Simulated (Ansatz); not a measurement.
Total energies of (HBe-mu-F)2 (Be2H2F2) from Ansatz at PBE-D4/def2-TZVP, gas phase (1 Eh = 27.2114 eV = 2625.5 kJ/mol). The reference geometry is relaxed at PBE-D4/def2-TZVP.

| atom | x (Å) | y (Å) | z (Å) |
| --- | --- | --- | --- |
| Be1 | 1.014 | 0.285 | 0.347 |
| H2 | 2.239 | 0.630 | 0.764 |
| F3 | 0.147 | -1.032 | 0.418 |
| Be4 | -1.015 | -0.285 | -0.346 |
| H5 | -2.239 | -0.630 | -0.764 |
| F6 | -0.147 | 1.032 | -0.419 |

| state | geometry | energy (Eh) |
| --- | --- | --- |
| charge 0 singlet | reference | -230.37921 |
| charge 1 doublet | reference | -229.97809 |
| free Be atom (singlet) | – | -14.62825 |
| free H atom (doublet) | – | -0.49962 |
| free F atom (doublet) | – | -99.66912 |

(1) Work out the vertical ionisation energy to the doublet.

(2) What is the binding energy per atom against free atoms?

(1) E(charge 1 doublet) − E(charge 0 singlet) = -229.97809 − (-230.37921) = 0.40112 Eh = 10.92 eV. For comparison, −ε of the highest occupied level is 7.60 eV at this level, 3.32 eV less.

(2) Atoms: 2 × (-14.62825) + 2 × (-0.49962) + 2 × (-99.66912) = -229.59398 Eh. Binding: -229.59398 − (-230.37921) = 0.78523 Eh = 21.37 eV, or 3.56 eV for each of 6 atoms (no zero-point energy, no counterpoise term).
